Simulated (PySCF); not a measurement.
Löwdin shares of the frontier orbitals

C5H9F3O.
SMILES with atom numbers: `[CH3:1][CH:2]([CH3:3])[O:4][CH2:5][C:6]([F:7])([F:8])[F:9]` (hydrogens: H10, H11, H12 on C1; H13 on C2; H14, H15, H16 on C3; H17, H18 on C5)

Cartesian coordinates in Å at the PBE0-D3(BJ)/def2-SVP level; atoms count from 1:
```xyz
18
C5H9F3O angstrom
C     -1.7316   -0.1569    1.4057
C     -0.6511    0.2721    0.4322
C     -1.1610    1.2142   -0.6420
O     -0.1336   -0.9035   -0.1921
C      1.2176   -1.1491   -0.0666
C      2.0861   -0.2947   -0.9742
F      1.6645   -0.3230   -2.2351
F      2.1068    0.9902   -0.5892
F      3.3459   -0.7390   -0.9449
H     -2.1787    0.7144    1.9074
H     -2.5272   -0.6976    0.8707
H     -1.3201   -0.8274    2.1746
H      0.1626    0.7705    0.9902
H     -1.9374    0.7129   -1.2400
H     -1.5974    2.1201   -0.1950
H     -0.3494    1.5181   -1.3171
H      1.5964   -1.0149    0.9658
H      1.4003   -2.1951   -0.3576
```

Computed, not measured: PySCF, TDDFT CAM-B3LYP/def2-SVPD, vertical, gas phase, core orbitals frozen in the response.

Kohn–Sham orbitals with the atoms that hold most of them (Löwdin shares over 4%, at most four atoms; ? is withheld):

| orbital | ε (eV) | atoms |
| --- | --- | --- |
| HOMO-3 | -11.63 | C1 23%, C3 20%, H12 14%, C2 11% |
| HOMO-2 | -11.57 | C3 16%, O4 16%, C2 14%, C5 11% |
| HOMO-1 | -10.71 | ? |
| HOMO | ? | ? |
| LUMO | 1.20 | C1 13%, C5 12%, H17 9%, C3 7% |
| LUMO+1 | 1.76 | F9 11%, C1 11%, H10 8%, H18 8% |
| LUMO+2 | 2.00 | C3 14%, F8 9%, H16 8%, H17 8% |

Task: Which atoms hold the HOMO, and with what shares?

Result: O4 (bonded to 2 C) 54%; C2 (bonded to 2 C, O and H) 8%; C5 (bonded to C, O and 2 H) 8%; C3 (bonded to C and 3 H) 7%. By element: oxygen 54%, carbon 23% or more.

Task: Give the leading atoms of the HOMO-1.

Result: O4 (bonded to 2 C) 34%; C2 (bonded to 2 C, O and H) 20%; H13 (bonded to C) 13%; C3 (bonded to C and 3 H) 7%. By element: oxygen 34%, carbon 27% or more, hydrogen 13% or more.

Task: What is the HOMO energy, and the HOMO–LUMO gap?

Result: ε(HOMO) = -9.48 eV; the gap is 10.68 eV (0.3926 hartree).

Task: How does S1 compare with the orbital gap of 10.68 eV?

Result: S1 is at 7.70 eV (f = 0.0072), 2.99 eV below the gap, made of HOMO→LUMO (87%). 

Task: Give energy, strength and leading configuration of S1 and S6, and follow the Löwdin shares of the leading atoms from the occupied to the empty orbital.

Result: 
- S1 (7.70 eV, f 0.0072), HOMO→LUMO (87%): O4 54% → at most 8%, C2 8% → at most 8%, C1 at most 8% → 13%, C5 8% → 12%
- S6 (8.98 eV, f 0.0061), HOMO-1→LUMO (76%): O4 34% → at most 8%, C2 20% → at most 8%, C1 at most 7% → 13%, C5 at most 7% → 12%

On an Arm Neoverse V2 with one thread (shared host), this took 3.5 min wall.

One conformer stands for the species.
